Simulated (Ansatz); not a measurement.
Gas-phase electronic energies from Ansatz, PBE0-D4/def2-TZVP geometries. CBS: MP2 limit from def2 TZ/QZ plus the TZ coupled-cluster correction, frozen cores. Functionals use def2-TZVPP. B3LYP here is the variant with VWN-RPA as its local correlation; programs differ in this. One conformer a species, not always the lowest.

Reaction (ligand exchange at the Si–S bond): `C=NCS[SiH3]` + `COB(O)O` → `COB(O)O[SiH3]` + `C=NCS`

| level | ΔE (kJ/mol) |
| --- | --- |
| PBE-D4 | -3.7 |
| B3LYP-D4 | -19.2 |
| PBE | -6.5 |
| B3LYP | -23.9 |
| MP2/def2-TZVPP | -15.8 |
| SCS-MP2/def2-TZVPP | -22.3 |
| CCSD/def2-TZVPP | -23.2 |
| CCSD(T)/def2-TZVPP | -19.9 |

Question: What does CCSD(T)/CBS give? (An estimate is asked.)

Answer: Computed: -17.7 kJ/mol. The listed levels differ from it by 14.0, -1.5, 11.2, -6.2, 1.9, -4.6, -5.5, -2.2 kJ/mol.

Largest T1 diagnostic among the species: 0.012.

In def2-TZVPP, CCSD(T) changes the Hartree–Fock value by +17.6 kJ/mol (the triples alone add +3.3 kJ/mol) and MP2 by +21.7 kJ/mol. The D4 term adds +4.7 kJ/mol with B3LYP and +2.4 kJ/mol with PBE0; it sums over pairs of atoms, weighted by their polarisabilities, and B3LYP, whose exchange is more repulsive, gets the larger term.
